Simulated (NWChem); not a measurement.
System: C5H3F; SMILES C(=C=CC#C)F

Here is an NWChem input.

```
start job
memory heap 200 mb stack 900 mb global 1100 mb
geometry units angstroms noautoz
  C     -0.694022     2.900316     0.077027
  C     -0.031048     1.895546    -0.073632
  C      0.779825     0.740126    -0.268296
  C      0.435423    -0.484926     0.078313
  C      0.128338    -1.694464     0.467242
  F     -0.512034    -2.576227    -0.300200
  H     -1.289638     3.784191     0.213811
  H      1.758195     0.901707    -0.745071
  H      0.374869    -2.086567     1.460194
end
basis spherical
  * library def2-svp
end
dft
  xc xwpbe 1.00 cpbe96 1.0 hfexch 1.00
  cam 0.1 cam_alpha 0.0 cam_beta 1.0
  iterations 150
  vectors input atomic output neutral.movecs
end
task dft energy
charge 1
dft
  odft
  mult 2
  vectors input atomic output cation.movecs
end
task dft energy
```

All runs use the structure optimised with PBE0/def2-SVP.

Ions are spin-unrestricted doublets at the neutral geometry; other ion states weren't tried. Functional: LC-ωPBE (HJS hole) with def2-SVP; the question gives the range parameter ω in 1/bohr.

**Question.** What results follow from this input? (LC-wPBE (HJS exchange hole, range parameter 0.1 per bohr)/def2-SVP, vertical spin-unrestricted ions.) Quantities: vertical ionisation energy, ΔSCF (eV); −ε(HOMO) (eV).

**Answer.** 
- vertical ionisation energy, ΔSCF (eV) = 9.38
- −ε(HOMO) (eV) = 7.76
